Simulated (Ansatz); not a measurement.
`F[SiH]1CN1` and `C1N[SiH2]1` differ in one atom or group.

Ansatz, PBE0-D4/def2-TZVP geometries, multiplicity 1. 

```
                                      property  `F[SiH]1CN1`
            HOMO energy (PBE0/def2-TZVPP) / eV         -7.13
             HOMO energy (PBE/def2-TZVPP) / eV         -5.77
zero-point energy (PBE0-D4/def2-TZVP) / kJ/mol         141.2
         LUMO energy (ωB97M-V/def2-TZVPP) / eV          2.06
         HOMO–LUMO gap (B3LYP/def2-TZVPP) / eV          7.07
            LUMO energy (PBE0/def2-TZVPP) / eV          0.45
```

Question: Give the same properties after the change, and the shifts. (Estimate.)

Answer: The calculation gave: 
```
                                      property  `C1N[SiH2]1`  shift
            HOMO energy (PBE0/def2-TZVPP) / eV         -6.79   0.34
             HOMO energy (PBE/def2-TZVPP) / eV         -5.53   0.24
zero-point energy (PBE0-D4/def2-TZVP) / kJ/mol         154.3   13.1
         LUMO energy (ωB97M-V/def2-TZVPP) / eV          1.57  -0.49
         HOMO–LUMO gap (B3LYP/def2-TZVPP) / eV          6.20  -0.87
            LUMO energy (PBE0/def2-TZVPP) / eV         -0.11  -0.56
```

With PBE0 the HOMO rises by 0.34 eV and the LUMO falls by 0.56 eV, so the gap narrows by about 0.90 eV. PBE moves the HOMO by 0.24 eV and ωB97M-V by 0.39 eV.

B3LYP here is the variant with VWN-RPA as its local correlation; programs differ in this.
